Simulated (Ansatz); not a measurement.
Relaxation of BBrGeH4 (7 atoms, charge 0, multiplicity 1), to a largest force component of 0.02 eV/Å in at most 50 steps.

The calculation used RKS B3LYP/def2-SVP (Ansatz).

```xyz
7
Properties=species:S:1:pos:R:3:forces:R:3
B -0.997 -0.149 -0.676 -0.24 2.73 -1.01
Ge 0.609 -0.112 0.461 0.87 -0.57 0.48
Br 1.565 2.001 0.395 0.26 0.26 0.09
H -1.619 -1.075 -0.797 -1.27 -2.05 -0.23
H -1.366 0.874 -1.271 0.23 -0.66 0.34
H 0.228 -0.449 1.919 0.18 0.03 0.09
H 1.640 -1.159 -0.077 -0.03 0.25 0.24
```

**Question.** Where does it end, and by what steps?

**Answer.** The run converged. After 3 steps the energy has fallen by 0.217 eV; Br3 moved furthest, 0.12 Å.

```json
{"step": "0", "energy less start (eV)": "0.0000", "largest force component (eV/Å)": "2.726", "accepted": "yes"}
{"step": "1", "energy less start (eV)": "-0.1902", "largest force component (eV/Å)": "0.714", "accepted": "yes"}
{"step": "2", "energy less start (eV)": "-0.2078", "largest force component (eV/Å)": "0.314", "accepted": "yes"}
{"step": "3", "energy less start (eV)": "-0.2174", "largest force component (eV/Å)": "0.018", "accepted": "yes"}
```

```xyz
7
Properties=species:S:1:pos:R:3
B -1.071 -0.120 -0.732
Ge 0.618 -0.114 0.460
Br 1.666 1.990 0.460
H -1.697 -1.145 -0.842
H -1.439 0.867 -1.310
H 0.296 -0.427 1.938
H 1.687 -1.119 -0.021
```

Time of the run: 9.8 s on 2 threads of Arm Neoverse V2, on a shared host, peak memory 0.23 GiB.
